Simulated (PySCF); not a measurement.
How methods differ on the excitation energy of Tc⁺

Tc⁺ [Kr] 4d5 5s1 (7S) → Tc⁺ [Kr] 4d6 (5D), as a difference of total energies. Calculation: PySCF 2.14, in def2-TZVPPD with the def2 core potential (28 electrons) (6s4p3d2f1g, 56 functions); scalar relativity through the core potential. Correlated levels: valence: 4s2 4p6 frozen; valence and next inner shell: nothing frozen outside the core potential. The calculations carry no spin-orbit coupling.

```
                                method  excitation energy (cm⁻¹)
                                   UHF                     12170
                                   LDA                    6212.6
                                   PBE                    5586.7
                                  PBE0                    5586.8
                                r2SCAN                    9830.0
                                   M06                   -928.89
                                 M06-L                    1330.9
                                 TPSSh                    5001.5
                                B2PLYP                    3756.0
                         MP2 (valence)                    6368.0
                     SCS-MP2 (valence)                    1545.2
    MP2 (valence and next inner shell)                    8424.9
SCS-MP2 (valence and next inner shell)                    5392.5
```
